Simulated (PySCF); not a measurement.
First SCF of a structure search on singlet AsH3, at a hand-made trigonal pyramidal geometry. PySCF input:

```python
from pyscf import gto, scf, dft
mol = gto.M(atom='''
As     0.000000     0.000000     0.000000
H      1.350900     0.000000     0.718300
H     -0.675500     1.169900     0.718300
H     -0.675500    -1.169900     0.718300''',
    basis={'As': 'def2-TZVP', 'H': 'def2-TZVP'},
    charge=0, spin=0)
mf = dft.RKS(mol, xc='PBE')
mf.grids.atom_grid = (50, 194)
aux = {'As': 'def2-universal-JKFIT', 'H': 'def2-universal-JKFIT'}
mf = mf.density_fit(auxbasis=aux)
mf.conv_tol = 1e-08
mf.diis_space = 10
mf.max_cycle = 60
mf.init_guess = 'minao'
mf.verbose = 4
mf.kernel()
```

Excerpt of the output (cycles and frontier levels):

```
init E= -2236.45156571018
  HOMO = -0.271371492524403  LUMO = -0.0315519444564496  gap/eV = 6.52582
cycle= 1 E= -2237.2954304516  delta_E= -0.844  |g|= 0.493  |ddm|= 1.44
  HOMO = -0.213406243286135  LUMO = -0.0011430066731597  gap/eV = 5.77598
cycle= 2 E= -2237.29847168983  delta_E= -0.00304  |g|= 0.47  |ddm|= 0.419
  HOMO = -0.221277281857499  LUMO = -0.00147017838116432  gap/eV = 5.98126
cycle= 3 E= -2237.3119552384  delta_E= -0.0135  |g|= 0.0303  |ddm|= 0.176
  HOMO = -0.227891534360726  LUMO = -0.00477518789308595  gap/eV = 6.07131
cycle= 4 E= -2237.31215857491  delta_E= -0.000203  |g|= 0.00731  |ddm|= 0.0487
  HOMO = -0.22737479749819  LUMO = -0.00495825118217206  gap/eV = 6.05226
cycle= 5 E= -2237.31217573082  delta_E= -1.72e-05  |g|= 0.00156  |ddm|= 0.0102
  HOMO = -0.227423515546231  LUMO = -0.00481434024043571  gap/eV = 6.05750
cycle= 6 E= -2237.31217669  delta_E= -9.59e-07  |g|= 0.000183  |ddm|= 0.0017
  HOMO = -0.227393776544713  LUMO = -0.00480688968777585  gap/eV = 6.05690
cycle= 7 E= -2237.3121767002  delta_E= -1.02e-08  |g|= 1.14e-05  |ddm|= 0.000195
  HOMO = -0.227392355984196  LUMO = -0.00480681503392716  gap/eV = 6.05686
cycle= 8 E= -2237.31217670025  delta_E= -4.37e-11  |g|= 1.36e-06  |ddm|= 2.13e-05
  HOMO = -0.227392159099566  LUMO = -0.00480652218932007  gap/eV = 6.05686
Extra cycle  E= -2237.31217670025  delta_E= -4.55e-12  |g|= 5.3e-07  |ddm|= 2.69e-06
converged SCF energy = -2237.31217670025
```

No lower solution of this spin was found by a stability analysis within the restricted form, which does not test spin polarisation.

The search for the lowest solution, with the stability check, took 3.7 s on 2 threads of a shared Arm Neoverse V1 host, with 66 basis functions; the process peaked at 0.27 GiB. Launch command: `OMP_NUM_THREADS=2 python axn.py task.json out`.
